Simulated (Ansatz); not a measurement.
Basis-set extrapolation for H$_{7}$NSi$_{3}$ (PBE0-D4/def2-TZVP geometry, frozen core, Ansatz). Multiplicity 1, RHF reference.

```csv
,def2-TZVPP,def2-QZVPP
HF,-925.373868,-925.404373
MP2 correlation,-0.575106,-0.616343
CCSD(T) correlation,-0.658884,not run
```

Energies in hartree. Use E(X) = E(∞) + A·exp(−7.88·√X) for Hartree–Fock and E(X) = E(∞) + B·X^(−2.97) for correlation, with X = 3 and 4, and add CCSD(T) minus MP2 of the smaller set to the MP2 limit.

What is the CCSD(T) energy at the basis-set limit?

HF limit: -925.404373 + (-0.030505) × 0.13774 = -925.40857. MP2 limit: -0.616343 + (-0.041237) × 0.74074 = -0.64689. Higher-order term: -0.658884 − (-0.575106) = -0.08378. Total: -926.13924 hartree, 66.8 kcal/mol below CCSD(T)/def2-TZVPP.
